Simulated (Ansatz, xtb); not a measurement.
CHNSe: 4 structures ranked

4 gas-phase structures of CHNSe, found in a search over its isomers (lower ones may exist). Each was relaxed with GFN2-xTB:

A. `C#[N+][Se-]`, a singlet
B. `N=C=[Se]`, a singlet
C. `N#C[SeH]`, a singlet
D. `C1=N[Se]1`, a singlet

Q: Which do you expect lowest at r2SCAN-D4/def2-SVP, and how would the others follow?

A: Calculated order at r2SCAN-D4/def2-SVP: B (0.0), C (60.1), A (139.2), D (185.9) kJ/mol.

Energies above the lowest of each column, in kJ/mol; the last columns are at r2SCAN-D4/def2-TZVP geometries and were run for some of them only (a dash: not run or not comparable):

| structure | GFN2-xTB | HF/STO-3G | r2SCAN-D4/def2-SVP | r2SCAN-D4/def2-TZVP | CCSD(T)/def2-TZVPP |
| --- | --- | --- | --- | --- | --- |
| B | 0.0 | 67.0 | 0.0 | 0.0 | 0.0 |
| C | 86.3 | 0.0 | 60.1 | 54.3 | 17.1 |
| A | 61.9 | 180.9 | 139.2 | 129.7 | 121.7 |
| D | 149.4 | 199.7 | 185.9 | – | – |

CCSD(T)/def2-TZVPP puts B lowest of those it was run on; HF/STO-3G picks C. Frequencies (r2SCAN-D4/def2-TZVP) were run for A, B, C alone.

Over these structures GFN2-xTB departs from r2SCAN-D4/def2-SVP by 35.0 kJ/mol on average once a common shift is removed. A GFN2-xTB relaxation took about 0.23 s and the r2SCAN-D4/def2-SVP energy about 1.9 s on a shared host (Ansatz 0.2.0, xtb 6.7.1).
